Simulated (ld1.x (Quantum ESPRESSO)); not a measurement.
Results of a calculation; reference values are marked as such.
# Hardness and transferability of assorted potentials

Generated with ld1.x 7.5 (TM, RRKJ, ultrasoft, PAW), atompaw 4.2 or ONCVPSP 4.0.1. The cutoff is in Ry: for ld1.x and atompaw files where the sum of valence levels is converged to 10 mRy in a Bessel basis, for ONCV files where the hardest occupied wave has 1 mHa per electron of residual kinetic energy. The error is the largest all-electron minus pseudo excitation energy over each file’s own four to seven test configurations (ionisations up to +4, promotions, holes and added fractions of an electron), all of which were solved. The labels leave out finer settings (local radius, basis sizes, second energies), which also bear on the numbers. Spin-polarised tests are not counted. The rows are a selection from randomly drawn settings: files with unsolved tests, undetermined cutoffs or missed reference levels are left out.

A true bound ghost makes a file unfit for plane-wave use even where its test errors are small: the radial tests pick states by their node count and pass the ghost by.

```tsv
element	potential	cutoff (Ry)	largest error (meV)	bound ghosts
He	PAW, PW91, scalar-relativistic, rc 0.35 (s), local smoothed, core correction no, reference 1s0.5	160	+6.4	none
Mg	TM, PW91, scalar-relativistic, rc 2.75/2.30/2.60 (spd), local s, core correction no, reference 3s2 3p0	6	+98	none
Zn	TM, LDA (PZ), scalar-relativistic, rc 1.70/2.70 (sp), local smoothed, core correction no, reference 4s2 4p0	12	+181	none
Ge	ultrasoft, PBE, scalar-relativistic, rc 1.65/1.75/0.80 (spd), local smoothed, core correction no, reference 3d10 4s2 4p2	260	+242	none
Ba	TM, LDA (PZ), scalar-relativistic, rc 3.35/4.10/4.05 (spd), local p, core correction yes, reference 5d0 6s1.75 6p0.25	6	-37	s
Tl	ultrasoft, LDA (PZ), fully relativistic, rc 2.35/2.60 (sp), local smoothed, core correction yes, reference 6s2 6p1	6	-405	none
```

Problem. Fill in the row for Ne: TM semilocal, PBE, scalar-relativistic, rc 0.76/0.90 (sp), local p, core correction no, reference 2s2 2p5.

Solution. cutoff 200 Ry, largest error +362 meV, bound ghosts: none.
